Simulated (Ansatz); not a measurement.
Input file for Ansatz (a program for electronic structure): R-CCSD(T)/def2-SVPD on C2H7IO (a complex), monomers drawn apart or pushed together. Elements past Kr take the def2 small-core potentials; no spin–orbit coupling. The run froze 12 orbitals, filled d shells among them.

Ansatz 0.2 input:
```yaml
crystal:
  periodic: [false, false, false]
  atoms:
    - {symbol: C, position_ang: [0.66407957, 0.27617476, 0.22817687]}
    - {symbol: O, position_ang: [-0.66549499, 0.28879574, 0.72999770]}
    - {symbol: H, position_ang: [1.40429290, 0.40827952, 1.02489155]}
    - {symbol: H, position_ang: [0.74869172, 1.10872802, -0.46896618]}
    - {symbol: H, position_ang: [0.88957495, -0.65115430, -0.30866484]}
    - {symbol: H, position_ang: [-0.74764998, -0.41743990, 1.38284481]}
    - {symbol: C, position_ang: [-0.25666262, 1.59754539, 3.56339675]}
    - {symbol: I, position_ang: [0.04222779, -0.50910298, 3.94098577]}
    - {symbol: H, position_ang: [-0.52580443, 1.68208760, 2.51627866]}
    - {symbol: H, position_ang: [-1.05381318, 1.92734851, 4.21914714]}
    - {symbol: H, position_ang: [0.67813884, 2.09700679, 3.78940072]}
basis:
  gaussian:
    orbitals: def2-SVPD
magnetization: {spin_polarized: false}
correlation: {method: ccsd_t, electrons: outside_noble_gas}
scf: {lower_state_search: off}
```

It printed:

```
WARN ansatz: RAYON_NUM_THREADS=1 ignored (pool sized by the plan → 1); use --threads N
Functional definition: HF
these checks for a lower state are left out or cut short: stability, starts, cluster_reference, orbital_swaps, neighbouring_geometries, increment
integrals: 0.49 GiB planned
1621 factors; integrals over basis functions are off by at most 1.2e-3 eV
mean field: 0.56 GiB planned
mean field evaluation 1: about -12275.2206 eV, gradient 3.1e1 eV
mean field evaluation 2: about -12275.4529 eV, gradient 3.2e1 eV
mean field evaluation 4: about -12277.7147 eV, gradient 3.6e0 eV
mean field evaluation 8: about -12277.7547 eV, gradient 1.5e-1 eV
mean field -12277.75484415 eV, -451.1991683612 hartree, gradient 2.8e-6 eV, S^2 0.000000; 0 other end points of the search recorded, 0 dependent functions left out
12 core orbitals not correlated
reference -12277.75484415 eV, -451.1991683612 hartree; 14, 14 occupied and 128, 128 virtual orbitals, 1621 factors
second order -17.05894198 eV of doubles, -0.00000000 eV of singles
coupled cluster: 1.44 GiB planned
cycle   1  -17.86101269 eV  change   -8.0e-1 eV  update   9.5e-2
cycle   2  -18.31980361 eV  change   -4.6e-1 eV  update   2.7e-2
cycle   3  -18.41698159 eV  change   -9.7e-2 eV  update   1.3e-2
cycle   4  -18.41538151 eV  change    1.6e-3 eV  update   2.7e-3
cycle   5  -18.41500183 eV  change    3.8e-4 eV  update   1.1e-3
cycle   6  -18.41525531 eV  change   -2.5e-4 eV  update   3.2e-4
cycle   7  -18.41522187 eV  change    3.3e-5 eV  update   1.3e-4
cycle   8  -18.41520787 eV  change    1.4e-5 eV  update   4.1e-5
cycle   9  -18.41521284 eV  change   -5.0e-6 eV  update   1.8e-5
perturbative correction -0.54850852 eV, -0.0201573165 hartree
Total energy: -12296.71856551 eV, -451.8960722673 hartree
Checks for a lower state left out: stability, starts, cluster_reference, orbital_swaps, neighbouring_geometries, increment
```

Self-consistency was reached.

Cost: around 20 core-seconds (rough).
